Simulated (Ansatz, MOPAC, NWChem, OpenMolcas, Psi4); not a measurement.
A ladder of methods for GaClF (SMILES [F][Ga][Cl])

GaClF, doublet, SMILES `[F][Ga][Cl]`. Each level relaxes the structure for itself.

Each level gives the zero-point energy at each level's own minimum (kJ/mol). The values are calculated.

```
                                   level             kind     program  value (kJ/mol)
                                     PM6   semi-empirical       MOPAC             7.7
                                  PM6-D3   semi-empirical       MOPAC             7.7
                                 PM6-DH+   semi-empirical       MOPAC             7.7
                                PM6-DH2X   semi-empirical       MOPAC             7.7
                          UBP86/def2-SVP              GGA      NWChem             6.9
                           UPBE/def2-SVP              GGA      Ansatz             6.9
                          UPBE0/def2-SVP    global hybrid      NWChem             7.4
UTPSSh-D3(BJ)/def2-SVP (density fitting)  hybrid meta-GGA        Psi4             7.3
                    CASSCF(3,3)/def2-SVP   multireference  OpenMolcas             8.0
```

All-electron rows without a relativistic Hamiltonian named are non-relativistic. Harmonic and unscaled. The values span 6.9 to 8.0 kJ/mol.
